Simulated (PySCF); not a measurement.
Tm: excitation energy

Tm [Xe] 4f13 6s2 (2F) → Tm [Xe] 4f13 5d1 6s1 (high-spin determinant), as a difference of total energies. Calculation: PySCF 2.14, in x2c-TZVPPall (11s7p7d4f2g, 113 functions); scalar relativity by spin-free X2C-1e. Correlated levels: valence: [Kr] 4d10 frozen; valence and next inner shell: [Ar] 3d10 frozen. The calculations carry no spin-orbit coupling.

```tsv
method	excitation energy (eV)
UHF	2.397
LDA	2.372
PBE	2.223
PBE0	2.289
r2SCAN	1.998
MP2 (valence)	2.886
SCS-MP2 (valence)	3.036
MP2 (valence and next inner shell)	2.887
SCS-MP2 (valence and next inner shell)	3.036
```

Question: How much does correlation contribute at MP2 (valence and next inner shell)?

Answer: 2.887 − (2.397) = 0.490 eV, measured against UHF.

A first-order spin-orbit estimate (lowest level to lowest level, LS coupling) adds 0.056 eV.

The determinant of the upper state mixes LS terms, which raises its energy above the lowest term, most at the Hartree-Fock and MP2 levels.
